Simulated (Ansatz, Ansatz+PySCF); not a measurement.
```yaml
atoms:
  - { symbol: S, position_ang: [0.0139, 0.0358, 1.2221] }
  - { symbol: C, position_ang: [-0.0428, 1.2141, -0.0114] }
  - { symbol: C, position_ang: [-0.0292, -1.2433, -0.0505] }
  - { symbol: C, position_ang: [0.0189, 0.7335, -1.2301] }
  - { symbol: C, position_ang: [-0.0004, -0.6701, -1.3001] }
  - { symbol: H, position_ang: [0.0395, 2.2805, 0.2222] }
  - { symbol: H, position_ang: [0.0233, -2.3190, 0.1657] }
  - { symbol: H, position_ang: [-0.0264, 1.3481, -2.1539] }
  - { symbol: H, position_ang: [0.0394, -1.2966, -2.2041] }
```

Basis set: def2-SVP (spherical functions). Correlated methods keep 9 orbitals frozen. Charge 0, multiplicity 1.

Computed with Ansatz (development build ahead of 0.2.0); each method stands on the lowest determinant of its kind that the runs found. Restricted open shells among the atoms or ions are ROHF, correlated in semicanonical orbitals with singles.

Q: Give the atomization energy at this shape (free ground-state atoms in the same class of orbitals less the molecule, no zero-point energy) of singlet C4H4S by RHF-MP2, RHF.

A:

```tsv
method	atomization energy
RHF-MP2	3905.3 kJ/mol
RHF	2973.0 kJ/mol
```

Caution: the shape is not the minimum.
